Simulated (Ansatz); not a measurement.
Basis sets compared for Sn(CCH)H3 (C₂H₄Sn). Total charge 0; singlet. Geometry PBE0-D4/def2-TZVP. Ansatz on 4 threads of Arm Neoverse V2 on a shared host; times are rough, and most runs start from earlier orbitals.

```xyz
7

Sn    0.177    0.784   -0.841
C    -0.140   -0.619    0.664
C    -0.324   -1.432    1.536
H    -0.486   -2.151    2.306
H     0.587    2.262   -0.105
H    -1.262    0.932   -1.735
H     1.447    0.224   -1.824
```

In the def2 sets Sn takes a core potential; there is no spin–orbit coupling.

Binding counts from free atoms (Sn triplet, C triplet, H doublet) in the same basis, without a counterpoise term.

| level | functions | energy (Eh) | HOMO (eV) | LUMO (eV) | binding per atom (eV) | wall time |
| --- | --- | --- | --- | --- | --- | --- |
| PBE-D4/def2-SVP | 74 | -292.6340 | -6.77 | -0.56 | 3.47 | 0.4 s |
| PBE0-D4/def2-SVP | 74 | -292.6546 | -8.02 | 0.33 | 3.41 | 0.55 s |

(1) Estimate the rows for PBE-D4/def2-TZVP, PBE0-D4/def2-TZVP.

Results:

(1) 
```csv
level,functions,energy (Eh),HOMO (eV),LUMO (eV),binding per atom (eV),wall time
PBE-D4/def2-TZVP,136,-292.7342,-6.89,-0.74,3.48,0.7 s
PBE0-D4/def2-TZVP,136,-292.7524,-8.10,0.17,3.42,0.85 s
```
